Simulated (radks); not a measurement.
Spherical jellium clusters: N electrons in a uniform positive sphere of charge N and radius rs N^(1/3), rs = 4.34 bohr. Method: non-relativistic Kohn-Sham, PBE, spin-polarised, spherical densities; computed with a radial shooting solver with Libxc functionals. Levels are named by radial order and angular momentum (1s, 1p, 1d, 2s, ...), and open shells are averaged over m.

N = 6, configuration 1s2 1p(up 3, down 1). This is the lowest configuration that the search found. Occupied and some empty levels:

level    occupation  eigenvalue (eV)  <r> (bohr)
1s up             1          -4.1364       5.485
1s down           1          -3.8082       5.198
1p up             3          -2.9647       6.578
1p down           1          -2.5093       6.566
1d up             0          -1.5338       7.756
1d down           0          -1.0829       8.012
2s up             0          -1.0551       8.461
2s down           0         -0.89708       8.539

Energy (eV): total -10.3158, kinetic 9.2372, external -145.56, Hartree 71.389, exchange-correlation -19.913, background 74.530.
